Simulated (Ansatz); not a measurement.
Input file for AgClH3N, SMILES `[NH3+][Ag-][Cl]`:

```yaml
crystal:
  periodic: [false, false, false]
  atoms:
    - {symbol: N, position_ang: [-0.589850, 0.572898, -0.380534]}
    - {symbol: Ag, position_ang: [0.819603, -0.805080, 0.499875]}
    - {symbol: Cl, position_ang: [2.300435, -2.252964, 1.424894]}
    - {symbol: H, position_ang: [-0.979495, 0.200581, -1.238964]}
    - {symbol: H, position_ang: [-0.148285, 1.458042, -0.601635]}
    - {symbol: H, position_ang: [-1.360308, 0.762524, 0.250165]}
basis:
  gaussian: {orbitals: def2-TZVPP}
correlation: {method: ccsd_t}
output: {orbitals: {seedname: orbitals}}
```

```sh
$ ansatz run in.yaml --threads 2 --pin off --events-out ev --progress --plain --max-ram 22528MiB --backend cuda --devices 0, --max-vram 18GiB
```

The program prints (abridged):

```
Functional definition: HF
1057 factors; integrals over basis functions are off by at most 8.7e-4 eV
mean field evaluation 1: about -18008.7687 eV, gradient 3.8e1 eV
mean field evaluation 2: about -18009.0329 eV, gradient 3.8e1 eV
mean field evaluation 4: about -18011.7976 eV, gradient 3.4e0 eV
mean field evaluation 8: about -18011.8504 eV, gradient 3.4e-1 eV
mean field evaluation 16: about -18011.8511 eV, gradient 9.8e-7 eV
mean field -18011.85109568 eV, -661.9233188950 hartree, gradient 9.8e-7 eV, S^2 0.000000; 0 other end points of the search recorded, 0 dependent functions left out
6 core orbitals not correlated: weight in the atoms' cores, before any rotation towards them, 1.000 or more for the frozen orbitals, at most 0.000 for the correlated occupied ones
reference -18011.85109568 eV, -661.9233188950 hartree; 17, 17 occupied and 148, 148 virtual orbitals, 1057 factors
second order -30.22854670 eV of doubles, -0.00000000 eV of singles
cycle   1  -29.12960669 eV  change     1.1e0 eV  update   1.2e-1
cycle   2  -29.78139733 eV  change   -6.5e-1 eV  update   4.0e-2
cycle   3  -29.95078364 eV  change   -1.7e-1 eV  update   2.3e-2
cycle   4  -29.91633526 eV  change    3.4e-2 eV  update   9.9e-3
cycle   5  -29.90256907 eV  change    1.4e-2 eV  update   4.8e-3
cycle   6  -29.90864010 eV  change   -6.1e-3 eV  update   1.6e-3
cycle   7  -29.90867546 eV  change   -3.5e-5 eV  update   6.8e-4
cycle   8  -29.90825577 eV  change    4.2e-4 eV  update   2.1e-4
cycle   9  -29.90839768 eV  change   -1.4e-4 eV  update   8.6e-5
cycle  10  -29.90849415 eV  change   -9.6e-5 eV  update   2.5e-5
cycle  11  -29.90842521 eV  change    6.9e-5 eV  update   1.2e-5
cycle  12  -29.90843512 eV  change   -9.9e-6 eV  update   5.5e-6
perturbative correction -1.02619719 eV, -0.0377120513 hartree
Total energy: -18042.78572799 eV, -663.0601456641 hartree
```

It took 1.9 s on 2 threads of an AMD EPYC 7R13 on a shared host and a share of an NVIDIA H100 80 GB, with 0.83 GiB of host memory at the peak.

MP2 recovers 97.7 % of the CCSD(T) correlation energy and the triples give 3.3 %; T1 = 0.0148.
